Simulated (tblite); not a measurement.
Species: C₄H₅N₂SSe (doublet state).
Atom-mapped SMILES: `[SeH:1][CH2:2][CH2:3][c:4]1[n:5][c:6][s:7][n:8]1` (hydrogens: H9 on Se1; H10, H11 on C2; H12, H13 on C3)
Bond orders are those of one Lewis drawing.

Computed with GFN2-xTB (tblite), gas phase: L-BFGS steps from a force-field or distance-geometry start until the largest atomic force falls under 0.01 eV/Å.

Step 69: E = -633.4126 eV
```
atom  x, y, z in Å  |  force x, y, z in eV/Å
Se1    -1.1076    1.5094    1.0559   -0.018  -0.028   0.082
C2     -1.4140    0.0473   -0.2531    0.023   0.002  -0.011
C3     -0.3325   -1.0215   -0.1463    0.006   0.048   0.044
C4      1.0154   -0.3942   -0.1438    0.021   0.013  -0.082
N5      1.2302    0.6776    0.6643    0.096   0.020   0.055
C6      2.4363    1.0898    0.5736   -0.043  -0.004  -0.064
S7      3.3384    0.1528   -0.5447   -0.027  -0.008   0.028
N8      2.0237   -0.7985   -0.8601    0.020  -0.072  -0.017
H9     -2.5321    1.8964    1.0692   -0.071  -0.021  -0.052
H10    -2.3962   -0.3754   -0.0356    0.019   0.034  -0.022
H11    -1.4228    0.5142   -1.2412    0.013  -0.056  -0.003
H12    -0.3900   -1.7494   -0.9613   -0.049   0.123   0.052
H13    -0.4533   -1.5482    0.8055    0.010  -0.049  -0.009
```

Step 70: E = -633.3892 eV
```
atom  x, y, z in Å  |  force x, y, z in eV/Å
Se1    -1.1312    1.4740    1.1214    0.076  -0.063   0.041
C2     -1.4099    0.0546   -0.2467   -0.010   0.164   0.007
C3     -0.3329   -1.0158   -0.1712   -0.009   0.119   0.127
C4      1.0158   -0.3879   -0.1492    0.736  -0.073  -0.303
N5      1.1877    0.8041    0.5147    0.616  -0.723  -0.533
C6      2.4113    1.1814    0.4477   -0.033  -0.352  -0.265
S7      3.3844    0.0557   -0.4613   -0.438   0.304   0.349
N8      2.0798   -0.9250   -0.7206   -0.813   0.712   0.571
H9     -2.5589    1.8442    1.1540   -0.110  -0.028  -0.062
H10    -2.3983   -0.3594   -0.0501   -0.005  -0.036  -0.073
H11    -1.3945    0.5572   -1.2166   -0.046  -0.027  -0.005
H12    -0.4047   -1.7204   -1.0089    0.031   0.141   0.166
H13    -0.4531   -1.5623    0.7692    0.005  -0.138  -0.020
```

Step 71: E = -633.4170 eV
```
atom  x, y, z in Å  |  force x, y, z in eV/Å
Se1    -1.1156    1.4999    1.0714    0.012  -0.028   0.077
C2     -1.4126    0.0484   -0.2524    0.008   0.072   0.038
C3     -0.3320   -1.0176   -0.1497   -0.005   0.037   0.051
C4      1.0162   -0.3906   -0.1448   -0.059  -0.004  -0.018
N5      1.2263    0.7001    0.6380    0.075   0.049   0.032
C6      2.4353    1.1036    0.5458   -0.047   0.081   0.022
S7      3.3468    0.1337   -0.5296   -0.001  -0.036   0.007
N8      2.0318   -0.8210   -0.8306    0.100  -0.148  -0.145
H9     -2.5400    1.8830    1.0804   -0.080  -0.010  -0.054
H10    -2.3957   -0.3699   -0.0370   -0.007  -0.010  -0.035
H11    -1.4173    0.5191   -1.2375    0.005  -0.021  -0.025
H12    -0.3959   -1.7379   -0.9700   -0.010   0.084   0.049
H13    -0.4517   -1.5503    0.7984    0.008  -0.066   0.003
```

Q: Estimate the geometry and energy of step 72. (The exact step hangs on the optimiser's Hessian estimate; all steps are aligned on step 71, rigid shifts and turns removed.)

A: E = -633.4196 eV, largest force 0.148 eV/Å
```
atom  x, y, z in Å  |  force x, y, z in eV/Å
Se1    -1.1192    1.4957    1.0803    0.026  -0.038   0.076
C2     -1.4123    0.0500   -0.2508    0.007   0.081   0.039
C3     -0.3321   -1.0160   -0.1515   -0.009   0.042   0.054
C4      1.0158   -0.3891   -0.1457    0.011  -0.035  -0.043
N5      1.2232    0.7141    0.6201    0.063   0.037   0.003
C6      2.4333    1.1143    0.5301   -0.031   0.067   0.013
S7      3.3518    0.1215   -0.5196   -0.012  -0.027   0.020
N8      2.0375   -0.8363   -0.8143    0.044  -0.100  -0.100
H9     -2.5439    1.8755    1.0882   -0.087  -0.002  -0.054
H10    -2.3961   -0.3686   -0.0400   -0.014  -0.017  -0.033
H11    -1.4143    0.5246   -1.2339    0.003  -0.015  -0.027
H12    -0.3975   -1.7323   -0.9749   -0.004   0.072   0.051
H13    -0.4506   -1.5529    0.7945    0.004  -0.067   0.001
```

The energy changes by -0.0026 eV. The first-order estimate −F·Δx gives -0.0027 eV and the mean of the old and new forces, exact on a quadratic surface, -0.0026 eV. The step makes an angle of 80° with the force vector and moves no atom by more than 0.023 Å.

What follows is the cost of the whole relaxation. Hardware: an Arm Neoverse V1 with one thread, shared host with 32 logical CPUs at a one-minute load of 9.4. Cost: 0.76 s of wall time.
